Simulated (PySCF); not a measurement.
Compound: B3H5O.
Numbering: `[BH2:1][BH:2][O:3][BH2:4]` (hydrogens: H5, H6 on B1; H7 on B2; H8, H9 on B4)

Method: TDDFT wB97X-D/def2-SVPD, vertical, gas phase, core orbitals frozen in the response (PySCF 2.14.0, density-fitted response routines). Geometry: PBE0-D3(BJ)/def2-SVP; no solvent, vibrations or thermal averaging.

Computed states:

| state | E (eV) | f |
| --- | --- | --- |
| S1 | 4.55 | 0.0050 |
| S2 | 5.69 | 0.0014 |
| S3 | 5.87 | 0.0000 |
| S4 | 6.21 | 0.0000 |
| S5 | 6.95 | 0.0001 |
| S6 | 7.10 | 0.203 |
| S7 | 7.72 | 0.323 |
| S8 | 7.90 | 0.017 |
| S9 | 8.17 | 0.019 |
| S10 | 8.65 | 0.065 |

Broadening: Gaussians 0.25 eV wide at half height, area fixed by f = 4.319×10⁻⁹ ∫ε dν̃. The width is an assumption, not a result. The curve ends short of the highest state used, and states not computed would add to its high-energy end.

**Question.** Give the broadened spectrum and its maxima.

**Answer.** 
(E (eV), ε (L mol⁻¹ cm⁻¹)): (4.17, 1), (4.28, 23), (4.39, 182), (4.50, 493), (4.62, 429), (4.73, 123), (4.84, 12), (4.95, 0), (5.06, 0), (5.17, 0), (5.28, 0), (5.39, 2), (5.50, 28), (5.61, 109), (5.72, 146), (5.83, 68), (5.94, 11), (6.05, 2), (6.17, 2), (6.28, 2), (6.39, 0), (6.50, 0), (6.61, 1), (6.72, 39), (6.83, 897), (6.94, 7187), (7.05, 19735), (7.16, 18536), (7.27, 5957), (7.38, 887), (7.49, 3652), (7.61, 21233), (7.72, 35206), (7.83, 20995), (7.94, 5712), (8.05, 2076)

Maxima: 273 nm (4.55 eV), ε about 540, made up of S1 (100%); 218 nm (5.70 eV), ε about 150, made up of S2 (100%); 175 nm (7.10 eV), ε about 22000, made up of S6 (100%); 161 nm (7.72 eV), ε about 35000, made up of S7 (99%) (ε in L mol⁻¹ cm⁻¹; maxima over ε = 5, shares over 10%).

**Question.** On this curve, what absorbance would a 10⁻⁴ mol/L sample give at 254 nm over a 1 cm path?

**Answer.** 254 nm is 4.881 eV, where ε is about 3.8 L mol⁻¹ cm⁻¹, so A = ε c l ≈ 0.00038 (Beer–Lambert, with the gas-phase spectrum and the assumed width).

**Question.** Coming from long wavelengths, where does ε first pass 100 L mol⁻¹ cm⁻¹?

**Answer.** At about 285 nm (4.35 eV), 0.19 eV below S1.

**Question.** What would ε be at 7.72 eV, the highest of these maxima, with half the width (0.125 eV)?

**Answer.** About 69400 L mol⁻¹ cm⁻¹ against 35200, a factor of about 1.97; a lone state at its own centre would give exactly 2.

All these states lie below the vertical ionisation energy of 10.37 eV (ΔSCF).

Hardware: an Intel Xeon at 2.50 GHz with one thread, on a shared host. Cost: 72 s wall, 0.57 GiB resident at most.
